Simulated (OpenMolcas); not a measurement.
Mo4+ with its 6 nearest chloride ions at 2.422 Å, on the Zr site of Cs2ZrCl6 (a = 10.407 Å, distance in the model lattice 2.446 Å). The rest of the host is ab initio model potentials to 7.6 Å and point charges beyond; the distance is set by hand and nothing relaxes. Ligand basis ANO-RCC-VDZP.

- Program: OpenMolcas 26.06
- Method: SS-CASPT2, IPEA 0.25 Eh, imaginary shift 0.1 Eh (closed shells correlated: 4s 4p and the ligand valence shells)
- Basis: ANO-RCC-VTZP [7s6p4d2f1g]
- Scalar Hamiltonian: DKH2, point nucleus
- Active space: 2 electrons in 5 orbitals (4d)
- State averaging: 2S+1 = 3 even, 10 roots; 2S+1 = 1 even, 15 roots
- Spin-orbit coupling: state interaction with AMFI integrals over the reference wave functions

Q: What is the spin-free ground state (labels of O, the rotations of Oh)?

A: 3T1, 3-fold in its orbital part; it has the highest spin that d2 allows.

Q: Where is the first state of the same spin?

A: 3T2 at 25700 cm-1 above the ground state.

Q: What are the lowest two levels with spin-orbit coupling?

A: A 2-fold level, then a 3-fold level 24 cm-1 above it. Their leading multiplicities are 3 (99 %) and 3 (99 %).

Q: What is χT at 300 K, and how does it compare with the textbook value?

A: The lowest level has 2S+1 = 3, for which the spin-only value is χT = S(S+1) / 2 = 1.000 cm3 K/mol (g = 2). The computed 0.409 at 300 K differs by -0.591, through orbital momentum, spin-orbit coupling and any other state in reach. With a threefold ground state the orbital momentum is unquenched, so the spin-only value is not expected to hold.

Roots that are degenerate in the reference are averaged as groups; the widest CASPT2 spread within a group is 410 cm-1 (the 3-fold group of multiplicity 1 near 32600 cm-1 above the lowest state of its run). Shifts and gaps below about the spread of the groups concerned are not significant. Over all roots computed the reference weight is 0.64 to 0.65; a low but even weight reflects the number of correlated electrons. An orbital triplet at a regular site is open to Jahn-Teller coupling, which can distort the site and quench the lowest spin-orbit gaps and is left out. The least metal-like active orbital is 71 % on the metal (Löwdin) and no ligand orbital is active, so the numbers are rough. Ligand-to-metal charge-transfer states are missing. With no ligand orbital active B as a rule stays too high, so bands that hang on it stand too high and its fall with covalency is understated. With one d shell and no ligand orbital active, 10Dq can be off by a tenth or more. No measured value stands beside these numbers; the geometry was set by hand and not optimised.
